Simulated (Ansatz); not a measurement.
**Nudged elastic band run: C₂H₈BBrO**

input.yaml

```yaml
crystal:
  periodic: [false, false, false]
  atoms:
    - { symbol: B, position_ang: [-0.277123, 0.06621, -0.193051] }
    - { symbol: O, position_ang: [-0.46299, 0.530885, 1.101513] }
    - { symbol: H, position_ang: [-1.342487, 0.317507, 1.464961] }
    - { symbol: C, position_ang: [1.133992, 0.332702, -0.848162] }
    - { symbol: H, position_ang: [1.70618, -0.622703, -0.851567] }
    - { symbol: H, position_ang: [1.044651, 0.631799, -1.913145] }
    - { symbol: H, position_ang: [1.742475, 1.08287, -0.306892] }
    - { symbol: C, position_ang: [-1.44856, -0.692981, -0.944204] }
    - { symbol: H, position_ang: [-2.30975, -0.981162, -0.30499] }
    - { symbol: H, position_ang: [-1.839065, -0.037327, -1.754609] }
    - { symbol: H, position_ang: [-1.073653, -1.604762, -1.455133] }
    - { symbol: Br, position_ang: [1.669724, 2.443768, 2.752934] }
    - { symbol: H, position_ang: [0.704903, 1.588794, 2.070643] }
basis:
  gaussian: { orbitals: def2-SVP }
hamiltonian:
  xc: revpbe
  dispersion: d4
neb:
  order_check: false
  images: 5
  f_tol: 0.05
  max_iterations: 60
  final_atoms:
    - { symbol: B, position_ang: [-0.05670681, 0.51862127, -0.11516107] }
    - { symbol: O, position_ang: [-0.08370831, 0.00157046, 1.5466114] }
    - { symbol: H, position_ang: [-1.01533449, 0.13197335, 1.82639058] }
    - { symbol: C, position_ang: [1.39623025, 0.12159906, -0.63480923] }
    - { symbol: H, position_ang: [1.52904111, -0.98159148, -0.65656951] }
    - { symbol: H, position_ang: [1.52573751, 0.48764753, -1.67470812] }
    - { symbol: H, position_ang: [2.223705, 0.55967115, -0.03871634] }
    - { symbol: C, position_ang: [-1.355954, -0.14699162, -0.76046794] }
    - { symbol: H, position_ang: [-1.28569926, -1.25660018, -0.76726754] }
    - { symbol: H, position_ang: [-2.30971416, 0.14122246, -0.26771224] }
    - { symbol: H, position_ang: [-1.4437583, 0.17586968, -1.81858295] }
    - { symbol: Br, position_ang: [-0.26530649, 2.55791938, 0.1912233] }
    - { symbol: H, position_ang: [0.38976494, 0.74468894, 1.98806767] }
  initial_path:
    images:
      - { positions_ang: [[-0.277123, 0.06621, -0.193051], [-0.46299, 0.530885, 1.101513], [-1.342487, 0.317507, 1.464961], [1.133992, 0.332702, -0.848162], [1.70618, -0.622703, -0.851567], [1.044651, 0.631799, -1.913145], [1.742475, 1.08287, -0.306892], [-1.44856, -0.692981, -0.944204], [-2.30975, -0.981162, -0.30499], [-1.839065, -0.037327, -1.754609], [-1.073653, -1.604762, -1.455133], [1.669724, 2.443768, 2.752934], [0.704903, 1.588794, 2.070643]] }
      - { positions_ang: [[-0.18041866, 0.04929514, -0.12009516], [-0.32223252, 0.42042531, 1.32612316], [-1.20796662, 0.17547142, 1.68307364], [1.2290521, 0.23167609, -0.81120614], [1.74543105, -0.74938392, -0.8302074], [1.12258718, 0.56177391, -1.86413389], [1.87236012, 0.94845879, -0.26740894], [-1.41382906, -0.51732167, -0.8966532], [-2.15549102, -1.02232353, -0.36588288], [-1.89798153, 0.20709877, -1.37160881], [-1.08690038, -1.14163512, -1.59878653], [1.09475272, 2.39598103, 2.01051519], [0.44893364, 1.49608379, 1.92456895]] }
      - { positions_ang: [[-0.08371432, 0.03238027, -0.04713932], [-0.18147504, 0.30996562, 1.55073332], [-1.07344625, 0.03343585, 1.90118629], [1.32411219, 0.13065019, -0.77425028], [1.78468209, -0.87606483, -0.8088478], [1.20052335, 0.49174882, -1.81512278], [2.00224524, 0.81404758, -0.22792587], [-1.37909812, -0.34166235, -0.8491024], [-2.00123204, -1.06348506, -0.42677576], [-1.95689806, 0.45152454, -0.98860862], [-1.10014775, -0.67850824, -1.74244005], [0.51978143, 2.34819406, 1.26809638], [0.19296428, 1.40337357, 1.7784949]] }
      - { positions_ang: [[0.01299002, 0.01546541, 0.02581652], [-0.04071756, 0.19950593, 1.77534348], [-0.93892587, -0.10859973, 2.11929893], [1.41917229, 0.02962428, -0.73729442], [1.82393314, -1.00274575, -0.78748819], [1.27845953, 0.42172373, -1.76611168], [2.13213035, 0.67963637, -0.18844281], [-1.34436718, -0.16600302, -0.8015516], [-1.84697306, -1.1046466, -0.48766863], [-2.01581459, 0.69595031, -0.60560843], [-1.11339513, -0.21538137, -1.88609358], [-0.05518985, 2.30040709, 0.52567756], [-0.06300508, 1.31066336, 1.63242085]] }
      - { positions_ang: [[-0.01024226, 0.18318403, -0.02117601], [-0.05504781, 0.13352744, 1.69909945], [-0.96439541, -0.0284087, 2.02166281], [1.41152494, 0.06028254, -0.70313269], [1.7256358, -0.99569433, -0.74384863], [1.36088552, 0.44369833, -1.73564383], [2.16265523, 0.63964796, -0.13853399], [-1.34822946, -0.15966589, -0.78785704], [-1.65988179, -1.15529779, -0.58086827], [-2.11378111, 0.51104103, -0.49297637], [-1.22351618, -0.08496435, -1.86359003], [-0.12522873, 2.38624452, 0.41419281], [0.08791826, 1.12200522, 1.75096979]] }
      - { positions_ang: [[-0.03347454, 0.35090265, -0.06816854], [-0.06937806, 0.06754895, 1.62285543], [-0.98986495, 0.05178233, 1.92402669], [1.4038776, 0.0909408, -0.66897096], [1.62733845, -0.9886429, -0.70020907], [1.44331152, 0.46567293, -1.70517598], [2.19318012, 0.59965956, -0.08862517], [-1.35209173, -0.15332875, -0.77416249], [-1.47279052, -1.20594899, -0.6740679], [-2.21174764, 0.32613174, -0.3803443], [-1.33363724, 0.04545266, -1.84108649], [-0.19526761, 2.47208195, 0.30270806], [0.2388416, 0.93334708, 1.86951873]] }
      - { positions_ang: [[-0.05670681, 0.51862127, -0.11516107], [-0.08370831, 0.00157046, 1.5466114], [-1.01533449, 0.13197335, 1.82639058], [1.39623025, 0.12159906, -0.63480923], [1.52904111, -0.98159148, -0.65656951], [1.52573751, 0.48764753, -1.67470812], [2.223705, 0.55967115, -0.03871634], [-1.355954, -0.14699162, -0.76046794], [-1.28569926, -1.25660018, -0.76726754], [-2.30971416, 0.14122246, -0.26771224], [-1.4437583, 0.17586968, -1.81858295], [-0.26530649, 2.55791938, 0.1912233], [0.38976494, 0.74468894, 1.98806767]] }
```

Launched with:

```bash
$ ansatz run input.yaml --threads 4 --pin off --max-ram 5120MiB --backend cpu --events-out ev --progress --plain --runs-dir out
```

Output, in part (warnings, iteration lines, the closing report on the highest movable image, with atoms numbered from 0):

```
NEB end point (image 0): max|allowed force component| = 9.267e-3 eV/Å (the criterion of neb.relax_end_points is 1.000e-2)
NEB end point (image 6): max|allowed force component| = 1.002e-2 eV/Å (the criterion of neb.relax_end_points is 1.000e-2)
NEB iter   1: max|band force component| = 2.401e1 eV/Å  barrier→ = 6.9935 eV  barrier← = 6.7014 eV  Δτ_max = 0.2000 Å  (198 SCF iters)
NEB iter   2: max|band force component| = 9.114e0 eV/Å  barrier→ = 2.6055 eV  barrier← = 2.3134 eV  Δτ_max = 0.1999 Å  (173 SCF iters)
NEB iter   3: max|band force component| = 4.376e0 eV/Å  barrier→ = 1.1213 eV  barrier← = 0.8291 eV  Δτ_max = 0.1975 Å  (149 SCF iters)
NEB iter   4: max|band force component| = 1.773e0 eV/Å  barrier→ = 0.9916 eV  barrier← = 0.6995 eV  Δτ_max = 0.1984 Å  (152 SCF iters)
NEB iter   5: max|band force component| = 1.361e0 eV/Å  barrier→ = 0.8180 eV  barrier← = 0.5259 eV  Δτ_max = 0.1962 Å  (148 SCF iters)
NEB iter   6: max|band force component| = 1.549e0 eV/Å  barrier→ = 0.6331 eV  barrier← = 0.3410 eV  Δτ_max = 0.1005 Å  (143 SCF iters)
NEB iter   7: max|band force component| = 1.434e0 eV/Å  barrier→ = 0.5461 eV  barrier← = 0.2540 eV  Δτ_max = 0.1002 Å  (145 SCF iters)
NEB iter   8: max|band force component| = 9.494e-1 eV/Å  barrier→ = 0.4766 eV  barrier← = 0.1845 eV  Δτ_max = 0.1017 Å  (142 SCF iters)
NEB iter   9: max|band force component| = 5.992e-1 eV/Å  barrier→ = 0.4095 eV  barrier← = 0.1174 eV  Δτ_max = 0.0998 Å  (144 SCF iters)
NEB iter  10: max|band force component| = 6.381e-1 eV/Å  barrier→ = 0.3794 eV  barrier← = 0.0873 eV  Δτ_max = 0.0500 Å  (143 SCF iters)
NEB iter  11: max|band force component| = 2.706e-1 eV/Å  barrier→ = 0.3820 eV  barrier← = 0.0899 eV  CI = image 5  Δτ_max = 0.0997 Å  (146 SCF iters)
NEB iter  12: max|band force component| = 2.275e-1 eV/Å  barrier→ = 0.3939 eV  barrier← = 0.1018 eV  CI = image 5  Δτ_max = 0.0996 Å  (140 SCF iters)
NEB iter  13: max|band force component| = 2.301e-1 eV/Å  barrier→ = 0.4007 eV  barrier← = 0.1085 eV  CI = image 5  Δτ_max = 0.1979 Å  (143 SCF iters)
NEB iter  14: max|band force component| = 1.578e-1 eV/Å  barrier→ = 0.4012 eV  barrier← = 0.1091 eV  CI = image 5  Δτ_max = 0.0616 Å  (139 SCF iters)
NEB iter  15: max|band force component| = 5.598e-1 eV/Å  barrier→ = 0.3999 eV  barrier← = 0.1078 eV  CI = image 5  Δτ_max = 0.0311 Å  (146 SCF iters)
NEB iter  16: max|band force component| = 1.242e-1 eV/Å  barrier→ = 0.3993 eV  barrier← = 0.1072 eV  CI = image 5  Δτ_max = 0.0616 Å  (146 SCF iters)
NEB iter  17: max|band force component| = 1.072e-1 eV/Å  barrier→ = 0.3981 eV  barrier← = 0.1060 eV  CI = image 5  Δτ_max = 0.0616 Å  (138 SCF iters)
NEB iter  18: max|band force component| = 6.701e-2 eV/Å  barrier→ = 0.3969 eV  barrier← = 0.1048 eV  CI = image 5  Δτ_max = 0.0620 Å  (143 SCF iters)
NEB iter  19: max|band force component| = 7.532e-2 eV/Å  barrier→ = 0.3958 eV  barrier← = 0.1036 eV  CI = image 5  Δτ_max = 0.0310 Å  (143 SCF iters)
NEB iter  20: max|band force component| = 4.641e-2 eV/Å  barrier→ = 0.3952 eV  barrier← = 0.1031 eV  CI = image 5  Δτ_max = 0.0309 Å  (146 SCF iters)
NEB iter  21: max|band force component| = 5.030e-2 eV/Å  barrier→ = 0.3948 eV  barrier← = 0.1027 eV  CI = image 5  Δτ_max = 0.0622 Å  (29 SCF iters)
NEB iter  22: max|band force component| = 8.299e-1 eV/Å  barrier→ = 0.4422 eV  barrier← = 0.1500 eV  CI = image 3  Δτ_max = 0.0311 Å  (144 SCF iters)
NEB iter  23: max|band force component| = 6.296e-1 eV/Å  barrier→ = 0.4421 eV  barrier← = 0.1500 eV  CI = image 3  Δτ_max = 0.0620 Å  (139 SCF iters)
NEB iter  24: max|band force component| = 5.166e-1 eV/Å  barrier→ = 0.4615 eV  barrier← = 0.1694 eV  CI = image 3  Δτ_max = 0.1236 Å  (142 SCF iters)
NEB iter  25: max|band force component| = 4.894e-1 eV/Å  barrier→ = 0.5722 eV  barrier← = 0.2801 eV  CI = image 3  Δτ_max = 0.1252 Å  (144 SCF iters)
NEB iter  26: max|band force component| = 7.631e-1 eV/Å  barrier→ = 0.6656 eV  barrier← = 0.3735 eV  CI = image 3  Δτ_max = 0.0621 Å  (140 SCF iters)
NEB iter  27: max|band force component| = 4.505e-1 eV/Å  barrier→ = 0.6862 eV  barrier← = 0.3941 eV  CI = image 3  Δτ_max = 0.1251 Å  (143 SCF iters)
NEB iter  28: max|band force component| = 2.104e-1 eV/Å  barrier→ = 0.6807 eV  barrier← = 0.3886 eV  CI = image 3  Δτ_max = 0.0579 Å  (142 SCF iters)
NEB iter  29: max|band force component| = 2.475e-1 eV/Å  barrier→ = 0.6714 eV  barrier← = 0.3792 eV  CI = image 3  Δτ_max = 0.0291 Å  (148 SCF iters)
NEB iter  30: max|band force component| = 1.074e-1 eV/Å  barrier→ = 0.6666 eV  barrier← = 0.3745 eV  CI = image 3  Δτ_max = 0.0583 Å  (141 SCF iters)
NEB iter  31: max|band force component| = 1.193e-1 eV/Å  barrier→ = 0.6651 eV  barrier← = 0.3730 eV  CI = image 3  Δτ_max = 0.0292 Å  (142 SCF iters)
NEB iter  32: max|band force component| = 1.706e-1 eV/Å  barrier→ = 0.6640 eV  barrier← = 0.3719 eV  CI = image 3  Δτ_max = 0.0146 Å  (140 SCF iters)
NEB iter  33: max|band force component| = 2.716e-2 eV/Å  barrier→ = 0.6639 eV  barrier← = 0.3718 eV  CI = image 3  Δτ_max = 0.0000 Å  (289 SCF iters)
Total energy: -74956.71883471 eV, -2754.6086096867 hartree
Atom 0 at    -0.002716     0.191009    -0.023230 Å, force    -0.002501    -0.000445     0.002915 eV/Å
Atom 1 at     0.094405    -0.167765     1.461104 Å, force    -0.003171     0.012885    -0.000637 eV/Å
Atom 2 at    -0.778537    -0.478460     1.777390 Å, force     0.001467    -0.003660    -0.002098 eV/Å
Atom 3 at     1.399841     0.240445    -0.730121 Å, force     0.005125    -0.003745    -0.001209 eV/Å
Atom 4 at     1.675792    -0.802774    -1.012087 Å, force    -0.001943     0.000973     0.001107 eV/Å
Atom 5 at     1.371548     0.832737    -1.665400 Å, force    -0.000170     0.000231     0.000501 eV/Å
Atom 6 at     2.207521     0.633133    -0.082927 Å, force    -0.000257     0.001323     0.000983 eV/Å
Atom 7 at    -1.371280    -0.162923    -0.722305 Å, force     0.004843    -0.014035    -0.000244 eV/Å
Atom 8 at    -2.266258     0.050080    -0.102576 Å, force    -0.002440     0.000325     0.002274 eV/Å
Atom 9 at    -1.486765     0.374895    -1.683520 Å, force    -0.002538     0.003146    -0.002704 eV/Å
Atom 10 at    -1.376763    -1.252089    -0.963036 Å, force    -0.001552     0.007291    -0.000191 eV/Å
Atom 11 at    -0.257568     2.558911     0.907393 Å, force    -0.000197     0.008220    -0.001372 eV/Å
Atom 12 at     0.039077     1.038402     1.657614 Å, force     0.003335    -0.012508     0.000675 eV/Å
Dipole moment:    -0.194555    -0.658768     0.066821 e Å
```

It converged. The band force fell under the threshold earlier too, but the program's further tests of the path sent the band on. The profile has 2 maxima (images 3, 5) with wells between them (image 4): this band takes more than one step, which may be the mechanism or a detour left from its start path. A vibrational analysis at the climbing image gives one clearly imaginary mode, 699i cm⁻¹: a first-order saddle point. The orbitals stay closed-shell, which can raise the energy where a bond breaks towards radicals; this wasn't checked here.

Final band (atoms are numbered from 1 in the order of the input):

```
image  path coordinate (Å)  energy (kcal/mol)  Br12–H13 (Å)  B1–Br12 (Å)  O2–H13 (Å)
    0                 0.00                0.0          1.46         4.26        1.85
    1                 1.46                0.3          1.46         4.07        1.86
    2                 2.93                1.4          1.45         3.67        1.92
    3                 4.39               15.3          1.72         2.56        1.22
    4                 6.20                6.8          3.13         2.08        0.98
    5                 8.00                9.0          3.06         2.08        0.98
    6                 9.80                6.7          2.64         2.07        0.99
```

The run took 84 s on 4 threads of AMD EPYC 9R45 96-Core Processor (Zen 5), on a shared host, peak memory 0.21 GiB.
